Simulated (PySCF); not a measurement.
A structure optimised at PBE-D3(BJ)/def2-SVP, used in a PySCF frequency run:

```
Si
F 1 1.6220
F 1 1.6220 2 106.66
I 1 2.4266 2 109.09 3 117.70
I 1 2.4266 2 109.09 3 -117.70
```
Charge 0, spin multiplicity 1.

Question: Write its SMILES, formula and point group.

Answer: F[Si](F)(I)I, F2I2Si, C2v

Question: What are its rotational constants (standard atomic weights)?

Answer: 1.9002, 0.45511, 0.40502 GHz
